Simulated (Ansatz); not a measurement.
Geometry optimisation of H$_{4}$O$_{2}$S$_{2}$Zr, SMILES `[OH][Zr]([OH])([SH])[SH]`.

```yaml
crystal:
  periodic: [false, false, false]
  atoms:
    - {symbol: O, position_ang: [-0.915510, 1.075640, -1.453600]}
    - {symbol: Zr, position_ang: [0.232310, 0.137250, -0.366810]}
    - {symbol: O, position_ang: [1.937270, -0.538760, -0.257290]}
    - {symbol: S, position_ang: [-1.109010, -1.853080, 0.176480]}
    - {symbol: S, position_ang: [-0.040010, 1.299650, 1.784680]}
    - {symbol: H, position_ang: [-1.445890, 1.441080, -2.165160]}
    - {symbol: H, position_ang: [2.856330, -0.813600, -0.288360]}
    - {symbol: H, position_ang: [-0.177230, -2.278890, 1.045160]}
    - {symbol: H, position_ang: [-1.338250, 1.530700, 1.524910]}
basis:
  gaussian: {orbitals: def2-TZVP}
hamiltonian: {xc: pbe0, dispersion: d4}
relax: {f_tol: 0.005, max_steps: 150}
```

```sh
$ ansatz run in.yaml --threads 4 --pin off --events-out ev --progress --plain --max-ram 10444MiB
```

It prints (some lines left out):

```
Functional definition: PBE0
mean field -27106.66318777 eV, -996.1514985943 hartree, gradient 1.8e-5 eV, S^2 0.000000; 0 other end points of the search recorded, 0 dependent functions left out
relax step   1: F+E_penalty+E_count = -27106.89347120 eV  Δ(F+E_penalty+E_count) = +0.000e0 eV  max|allowed force component| = 3.196e0 eV/Å  Δτ_max = 0.0000 Å  (31 SCF iters, accepted)
mean field -27107.09375263 eV, -996.1673215610 hartree, gradient 1.0e-5 eV, S^2 0.000000; 0 other end points of the search recorded, 0 dependent functions left out
relax step   2: F+E_penalty+E_count = -27107.31459177 eV  Δ(F+E_penalty+E_count) = -4.211e-1 eV  max|allowed force component| = 3.419e-1 eV/Å  Δτ_max = 0.1909 Å  (37 SCF iters, accepted)
mean field -27107.16911402 eV, -996.1700910412 hartree, gradient 2.2e-5 eV, S^2 0.000000; 0 other end points of the search recorded, 0 dependent functions left out
relax step   3: F+E_penalty+E_count = -27107.38634332 eV  Δ(F+E_penalty+E_count) = -7.175e-2 eV  max|allowed force component| = 3.585e-1 eV/Å  Δτ_max = 0.1951 Å  (31 SCF iters, accepted)
mean field -27107.20873525 eV, -996.1715470946 hartree, gradient 1.1e-5 eV, S^2 0.000000; 0 other end points of the search recorded, 0 dependent functions left out
relax step   4: F+E_penalty+E_count = -27107.42433852 eV  Δ(F+E_penalty+E_count) = -3.800e-2 eV  max|allowed force component| = 2.289e-1 eV/Å  Δτ_max = 0.1255 Å  (32 SCF iters, accepted)
mean field -27107.21964483 eV, -996.1719480142 hartree, gradient 1.2e-5 eV, S^2 0.000000; 0 other end points of the search recorded, 0 dependent functions left out
relax step   5: F+E_penalty+E_count = -27107.43422151 eV  Δ(F+E_penalty+E_count) = -9.883e-3 eV  max|allowed force component| = 7.591e-2 eV/Å  Δτ_max = 0.2000 Å  (33 SCF iters, accepted)
mean field -27107.22314269 eV, -996.1720765580 hartree, gradient 1.4e-5 eV, S^2 0.000000; 0 other end points of the search recorded, 0 dependent functions left out
relax step   6: F+E_penalty+E_count = -27107.43827124 eV  Δ(F+E_penalty+E_count) = -4.050e-3 eV  max|allowed force component| = 2.050e-2 eV/Å  Δτ_max = 0.0626 Å  (31 SCF iters, accepted)
mean field -27107.22181109 eV, -996.1720276228 hartree, gradient 1.3e-5 eV, S^2 0.000000; 0 other end points of the search recorded, 0 dependent functions left out
relax step   7: F+E_penalty+E_count = -27107.43687213 eV  Δ(F+E_penalty+E_count) = +1.399e-3 eV  max|allowed force component| = 7.598e-2 eV/Å  Δτ_max = 0.0839 Å  (32 SCF iters, rejected (line search))
mean field -27107.22422959 eV, -996.1721165008 hartree, gradient 1.1e-5 eV, S^2 0.000000; 0 other end points of the search recorded, 0 dependent functions left out
relax step   8: F+E_penalty+E_count = -27107.43957230 eV  Δ(F+E_penalty+E_count) = -1.301e-3 eV  max|allowed force component| = 6.978e-3 eV/Å  Δτ_max = 0.0419 Å  (32 SCF iters, accepted)
mean field -27107.21990565 eV, -996.1719575991 hartree, gradient 9.6e-6 eV, S^2 0.000000; 0 other end points of the search recorded, 0 dependent functions left out
relax step   9: F+E_penalty+E_count = -27107.43545065 eV  Δ(F+E_penalty+E_count) = +4.122e-3 eV  max|allowed force component| = 2.139e-1 eV/Å  Δτ_max = 0.0683 Å  (32 SCF iters, rejected (line search))
mean field -27107.22463023 eV, -996.1721312241 hartree, gradient 1.1e-5 eV, S^2 0.000000; 0 other end points of the search recorded, 0 dependent functions left out
relax step  10: F+E_penalty+E_count = -27107.44004997 eV  Δ(F+E_penalty+E_count) = -4.777e-4 eV  max|allowed force component| = 3.690e-3 eV/Å  Δτ_max = 0.0297 Å  (33 SCF iters, accepted)
mean field -27107.22464039 eV, -996.1721315974 hartree, gradient 1.1e-5 eV, S^2 0.000000; 0 other end points of the search recorded, 0 dependent functions left out
relax step  11: F+E_penalty+E_count = -27107.44011778 eV  Δ(F+E_penalty+E_count) = -6.781e-5 eV  max|allowed force component| = 5.577e-2 eV/Å  Δτ_max = 0.0420 Å  (32 SCF iters, accepted)
mean field -27107.22466643 eV, -996.1721325544 hartree, gradient 1.0e-5 eV, S^2 0.000000; 0 other end points of the search recorded, 0 dependent functions left out
relax step  12: F+E_penalty+E_count = -27107.44022383 eV  Δ(F+E_penalty+E_count) = -1.061e-4 eV  max|allowed force component| = 2.268e-3 eV/Å  Δτ_max = 0.0055 Å  (34 SCF iters, accepted)
mean field -27107.22466643 eV, -996.1721325544 hartree, gradient 4.4e-5 eV, S^2 0.000000; 1 other end points of the search recorded, 0 dependent functions left out
Total energy: -27107.44027872 eV, -996.1800561601 hartree
Atom 0 at    -0.784187     0.914526    -1.589506 Å, force    -0.000270     0.001056    -0.002268 eV/Å
Atom 1 at     0.081985     0.041199    -0.138998 Å, force    -0.000559    -0.001113     0.000896 eV/Å
Atom 2 at     1.931709    -0.341824    -0.359863 Å, force     0.002109    -0.000136    -0.001155 eV/Å
Atom 3 at    -1.223215    -2.018731     0.184575 Å, force    -0.000269    -0.000317     0.000145 eV/Å
Atom 4 at    -0.007023     1.406018     1.905669 Å, force    -0.000292     0.000121     0.000686 eV/Å
Atom 5 at    -1.050272     1.430365    -2.345694 Å, force     0.000483    -0.000714     0.001040 eV/Å
Atom 6 at     2.814577    -0.550603    -0.652562 Å, force    -0.001238     0.000559     0.000361 eV/Å
Atom 7 at    -0.419558    -2.417827     1.189143 Å, force    -0.000162     0.000444     0.000013 eV/Å
Atom 8 at    -1.344006     1.536867     1.807247 Å, force     0.000197     0.000100     0.000280 eV/Å
Dipole moment:     0.328730     0.163479    -0.558537 e Å
```

Hardware: 4 threads of an Arm Neoverse V2 on a shared host. Wall time 40 s, peak host memory 0.6 GiB.
